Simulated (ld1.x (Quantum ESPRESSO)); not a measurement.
## magnesium: RRKJ pseudisation with PBE, non-relativistic reference atom.

Mg (Z = 12), norm-conserving RRKJ (Kleinman–Bylander form), made with ld1.x (Quantum ESPRESSO) 7.5 (PBE, non-relativistic). Core [He] 2s2, reference 2p6 3s1 3p1. Waves: 3s (bound): rc 2.60 bohr; 2p (bound): rc 1.10 bohr; 3d channel at -0.2 Ry: rc 2.55 bohr. Local part: all-electron potential smoothed inside 1.25 bohr (lloc = -2). Core correction: none. rho0 = 0.01.

Occupied shells without a wave of their own: 3p. They enter only through the test configuration that unscreens the potential.

All-electron outer shells of the reference configuration (PBE, non-relativistic, ld1.x):

| shell | level (eV) | outermost node (bohr) | outermost maximum (bohr) |
| --- | --- | --- | --- |
| 2s | -81.61 | 0.18 | 0.55 |
| 2p | -48.70 | – | 0.48 |
| 3s | -5.66 | 0.90 | 2.50 |
| 3p | -2.07 | 0.95 | 3.33 |

Calculated quality:

```
Cutoffs needed           : 110 Ry and 180 Ry (the cutoffs (Ry, on a coarse ladder) from which the occupation-weighted sum of valence levels, in a spherical-Bessel basis at the reference potential, stays within 10 and 1 mRy of its value at 400 Ry)
Ghost test               : no extra level below or beside the all-electron valence levels (s, p, d, f tested) (spherical-Bessel basis up to 400 Ry, 20 bohr box)
Largest excitation error : +1192 meV (all-electron minus pseudo) for 2p5 3s2 3p0, out of 7 test configurations
```

Generation and tests took about 3.4 s on one core of a shared server CPU.
